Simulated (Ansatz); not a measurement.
C$_{3}$H$_{9}$BO$_{3}$, quintet, geometry from GFN2-xTB of the parent state (a higher spin typed on purpose: for a closed-shell molecule this is an excited state); B3LYP/6-31G run with Ansatz (an electronic-structure program).

Ansatz was given this input:
Ansatz 0.2 input:
```yaml
crystal:
  periodic: [false, false, false]
  atoms:
    - {symbol: B, position_ang: [-0.50037593, 0.35513547, 0.52856543]}
    - {symbol: O, position_ang: [0.88825787, 0.87656239, 0.24811179]}
    - {symbol: C, position_ang: [1.08572997, 2.22826773, 0.07685660]}
    - {symbol: H, position_ang: [0.86040822, 2.79175450, 0.99271732]}
    - {symbol: H, position_ang: [2.12597834, 2.38737002, -0.22267060]}
    - {symbol: H, position_ang: [0.43259254, 2.61507008, -0.71802856]}
    - {symbol: O, position_ang: [-0.43931359, -0.97239146, 1.10454057]}
    - {symbol: C, position_ang: [0.71266937, -1.72533019, 0.93342794]}
    - {symbol: H, position_ang: [1.58828818, -1.15805606, 1.27703718]}
    - {symbol: H, position_ang: [0.60419229, -2.65897979, 1.48994227]}
    - {symbol: H, position_ang: [0.89283781, -1.95286996, -0.13068918]}
    - {symbol: O, position_ang: [-0.99676070, 0.32710654, -0.91042295]}
    - {symbol: C, position_ang: [-1.14672262, -0.85682507, -1.59046218]}
    - {symbol: H, position_ang: [-0.16750167, -1.31479700, -1.82019329]}
    - {symbol: H, position_ang: [-1.73558629, -1.58554706, -1.01973395]}
    - {symbol: H, position_ang: [-1.62685866, -0.62651693, -2.54797756]}
basis:
  gaussian:
    orbitals: 6-31G
hamiltonian:
  xc: b3lyp
magnetization: {spin_polarized: true, initial_magnetization: 4}
```

Output, abridged:

```
Functional definition: B3LYP
1020 factors; integrals over basis functions are off by at most 1.9e-4 eV
mean field evaluation 1: about -10055.4090 eV, gradient 3.5e1 eV
mean field evaluation 2: about -10053.5927 eV, gradient 4.1e1 eV
mean field evaluation 4: about -10060.9003 eV, gradient 4.9e0 eV
mean field evaluation 8: about -10061.3922 eV, gradient 9.2e-1 eV
mean field evaluation 16: about -10061.4105 eV, gradient 6.2e-2 eV
mean field evaluation 32: about -10061.4107 eV, gradient 4.9e-5 eV
mean field evaluation 64: about -10060.5482 eV, gradient 2.1e0 eV
mean field -10061.41065644 eV, -369.7500217550 hartree, gradient 1.6e-5 eV, S^2 6.008051; 8 other end points of the search recorded, 0 dependent functions left out
reference -10061.41091522 eV, -369.7500312652 hartree; 30, 26 occupied and 51, 55 virtual orbitals, 1020 factors
Total energy: -10061.41091522 eV, -369.7500312652 hartree
```
